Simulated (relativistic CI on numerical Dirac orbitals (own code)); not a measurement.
# Line list: Electric-dipole lines, Er XXXII

These numbers are calculated, not measured: Dirac-Coulomb-Breit CI, separate exchange-only KLI orbitals for each configuration, model QED (radiative potential, 1s self-energy scaled to tabulated hydrogen-like ionisation energies), unscaled Slater integrals (own radial code, finite nucleus).

Configurations in the expansion (outside the closed core [Ar] 3d10): 4s2 4p6 4d, 4s2 4p5 4d2, 4s2 4p6 4f, 4s 4p6 4d2, 4s2 4p5 4d 4f, 4s 4p6 4d 4f, 4s2 4p6 5s, 4s2 4p6 5p, 4s2 4p6 5d, 4s2 4p5 4d 5s, 4p6 4d2 4f, 4s2 4p6 5f, 4s2 4p5 4d 5p, 4s2 4p6 5g, 4s 4p6 4f 5s, 4s 4p6 4d 5s, 4s2 4p5 4d 5d, 4s2 4p6 6s, 4p6 4d3, 4p5 4d4, 4p5 4d3 4f, 4p6 4d 4f2, 4p5 4d2 4f2, 4p6 4f3, 4p5 4d 4f3, 4p6 4f2 5s, 4s 4p6 4f2, 4s 4p5 4f3, 4s 4p6 4f 5p, 4s 4p5 4f2 5p, 4p6 4f2 5p. Double excitations out of closed p, d and f shells are left out; levels of such configurations are missing from the list, as are those of other unlisted configurations, and high levels can miss mixing partners. These lack a partner that the ground configuration has and come out too high: 4s2 4p5 4d 5s, 4s2 4p5 4d 5p, 4s2 4p5 4d 5d, 4s2 4p6 5d, 4s2 4p6 5f.

```tsv
λ vac (nm)	Lower	Upper	A (s⁻¹)	log gf	S velocity/length
1.9433	4s2 4p6 4d 2D_5/2 [2]	4s2 4p5 4d 5d 2F°_7/2 [389]	1.84e+12	-0.08	0.97
1.9449	4s2 4p6 4d 2D_3/2 [1]	4s2 4p5 4d 5d 2F°_5/2 [344]	2.51e+12	-0.07	0.97
2.1762	4s2 4p6 4d 2D_3/2 [1]	4s2 4p6 5f 2F°_5/2 [261]	3.29e+12	0.15	0.93
2.2166	4s2 4p6 4d 2D_5/2 [2]	4s2 4p6 5f 2F°_7/2 [265]	3.87e+12	0.36	0.93
2.4445	4s2 4p6 4d 2D_3/2 [1]	4s2 4p5 4d 5s 2F°_5/2 [228]	1.42e+12	-0.12	0.94
2.4609	4s2 4p6 4d 2D_5/2 [2]	4s2 4p5 4d 5s 2F°_7/2 [231]	1.37e+12	0.00	0.94
2.8332	4s2 4p6 4f 2F°_5/2 [32]	4s2 4p6 5g 2G_7/2 [312]	3.42e+12	0.52	0.87
2.8468	4s2 4p6 4f 2F°_7/2 [33]	4s2 4p6 5g 2G_9/2 [313]	5.30e+12	0.81	0.87
5.6371	4s2 4p6 4d 2D_3/2 [1]	4s2 4p5 4d2 2D°_3/2 [45]	2.71e+12	0.71	0.70
5.7527	4s2 4p6 4d 2D_5/2 [2]	4s2 4p5 4d2 2F°_7/2 [48]	2.06e+12	0.91	0.75
5.7529	4s2 4p6 4d 2D_5/2 [2]	4s2 4p5 4d2 2P°_3/2 [47]	1.96e+12	0.59	0.79
5.7803	4s2 4p6 4d 2D_5/2 [2]	4s2 4p5 4d2 2D°_5/2 [46]	2.47e+12	0.87	0.69
5.7816	4s2 4p6 4f 2F°_7/2 [33]	4s2 4p5 4d 4f 2D_5/2 [176]	1.18e+12	0.55	0.57
5.8391	4s2 4p6 4d 2D_3/2 [1]	4s2 4p5 4d2 2P°_1/2 [40]	1.57e+12	0.21	0.80
5.8402	4s2 4p6 4f 2F°_7/2 [33]	4s2 4p5 4d 4f 2F_7/2 [174]	9.16e+11	0.57	0.70
6.0912	4s2 4p6 4d 2D_3/2 [1]	4s2 4p5 4d2 2F°_5/2 [36]	5.68e+11	0.28	0.78
6.1594	4s2 4p6 4d 2D_3/2 [1]	4s2 4p5 4d2 2F°_5/2 [35]	1.15e+12	0.59	0.76
6.2156	4s2 4p6 4f 2F°_7/2 [33]	4s2 4p5 4d 4f 2G_9/2 [159]	5.99e+11	0.54	0.70
6.5154	4s2 4p5 4d2 4G°_11/2 [13]	4s2 4p5 4d 4f 2I_13/2 [126]	2.49e+11	0.35	0.86
6.5365	4s2 4p5 4d2 4D°_1/2 [3]	4s2 4p5 4d 4f 4F_3/2 [90]	5.59e+11	0.16	0.74
6.5482	4s2 4p5 4d2 4D°_3/2 [4]	4s2 4p5 4d 4f 4F_3/2 [90]	5.09e+11	0.12	0.72
6.6013	4s2 4p5 4d2 4F°_5/2 [5]	4s 4p6 4d2 2F_7/2 [93]	2.17e+11	0.06	0.78
6.7716	4s2 4p5 4d2 4G°_7/2 [6]	4s2 4p5 4d 4f 4H_9/2 [86]	5.30e+11	0.56	0.95
6.7749	4s2 4p5 4d2 2D°_3/2 [11]	4s2 4p5 4d 4f 2F_5/2 [109]	4.81e+11	0.30	0.80
6.7873	4s2 4p5 4d2 2G°_9/2 [24]	4s2 4p5 4d 4f 2H_11/2 [131]	6.93e+11	0.76	0.82
6.8325	4s2 4p6 4d 2D_3/2 [1]	4s2 4p6 4f 2F°_5/2 [32]	2.11e+11	-0.05	0.94
6.8417	4s2 4p5 4d2 4G°_9/2 [9]	4s2 4p5 4d 4f 4G_11/2 [99]	2.88e+11	0.38	0.94
6.8600	4s2 4p5 4d2 2G°_7/2 [14]	4s2 4p5 4d 4f 4G_9/2 [111]	4.42e+11	0.49	0.86
6.8617	4s2 4p5 4d2 2H°_11/2 [20]	4s2 4p5 4d 4f 2I_13/2 [126]	7.17e+11	0.85	0.89
6.8659	4s2 4p5 4d2 2H°_9/2 [39]	4s2 4p5 4d 4f 2H_11/2 [164]	5.71e+11	0.69	0.89
6.9056	4s2 4p5 4d2 4G°_9/2 [9]	4s2 4p5 4d 4f 2H_11/2 [97]	2.81e+11	0.38	0.95
6.9089	4s2 4p5 4d2 4G°_11/2 [13]	4s2 4p5 4d 4f 4H_13/2 [104]	3.13e+11	0.50	0.93
6.9171	4s2 4p5 4d2 2G°_9/2 [43]	4s2 4p5 4d 4f 2I_11/2 [175]	6.60e+11	0.75	0.86
6.9564	4s2 4p5 4d2 2G°_9/2 [19]	4s2 4p5 4d 4f 4G_11/2 [118]	5.44e+11	0.68	0.87
6.9648	4s2 4p5 4d2 4G°_11/2 [13]	4s2 4p5 4d 4f 4H_13/2 [100]	2.74e+11	0.44	0.96
7.0265	4s2 4p5 4d2 4D°_7/2 [41]	4s2 4p5 4d 4f 2G_9/2 [167]	7.55e+11	0.75	0.78
7.0407	4s2 4p5 4d2 2F°_7/2 [48]	4s2 4p5 4d 4f 2G_9/2 [179]	1.20e+12	0.95	0.84
7.2098	4s2 4p6 4d 2D_5/2 [2]	4s2 4p6 4f 2F°_7/2 [33]	2.92e+11	0.26	0.93
7.2848	4s2 4p6 4d 2D_3/2 [1]	4s2 4p5 4d2 2P°_1/2 [28]	5.11e+11	-0.09	0.74
7.2939	4s2 4p5 4d2 2D°_5/2 [30]	4s2 4p5 4d 4f 2F_7/2 [136]	6.07e+11	0.59	0.89
7.4523	4s2 4p6 4d 2D_5/2 [2]	4s2 4p5 4d2 2P°_3/2 [31]	3.89e+11	0.11	0.77
7.4626	4s2 4p6 4d 2D_5/2 [2]	4s2 4p5 4d2 2D°_5/2 [30]	4.07e+11	0.31	0.62
7.4782	4s2 4p6 4f 2F°_7/2 [33]	4s2 4p5 4d 4f 2H_9/2 [139]	5.14e+11	0.63	0.72
7.6774	4s2 4p6 4d 2D_3/2 [1]	4s2 4p5 4d2 4F°_3/2 [25]	2.82e+11	0.00	0.62
8.4107	4s2 4p5 4d2 4G°_11/2 [13]	4s 4p6 4d2 4F_9/2 [56]	1.61e+11	0.23	1.12
```

Terms are leading LS components. Brackets give the number of a level in order of energy, since labels repeat. The list gives strong lines, with weight on those to low levels, among the lowest 400 of 8281 levels, so that lines to higher ones, which can be the strongest, are missing. Levels whose partners in the same complex of configurations lie outside the list can be far off, and so can their lines. Rates are taken at the computed energies, electric ones in the length gauge. A velocity-to-length ratio far from 1 marks an uncertain rate.

At this charge energies of transitions that change n are usually good to better than 1 %, and those within a shell (Δn = 0) to a few per cent.

LS names give the leading component of a level, which can be under half, so a name can repeat, a term be missing and a line seem to break the LS rules.
